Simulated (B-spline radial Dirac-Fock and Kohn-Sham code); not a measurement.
The computed values come from a radial atomic solver: relaxed Dirac-Fock hole states (ΔSCF) with Breit and QED corrections and a finite nucleus. K edges are those of the screened (neutral excited atom) model, which lie within a few eV to tens of eV of tabulated edges.

An X-ray tube with a copper target emits Kα1 at 8047.2 eV and Kβ1 at 8902.9 eV. K edges of lighter neighbours: Cr 5989.2 eV, Mn 6538.2 eV, Fe 7111.1 eV, Co 7708.7 eV, Ni 8331.1 eV.

Question: Which of these can serve as a Kβ filter, and which fluoresce under Kα1?

Answer: A Kβ filter needs its edge between the two lines: Ni. Kα1 lies above the K edges of Cr, Mn, Fe, Co, which therefore fluoresce.
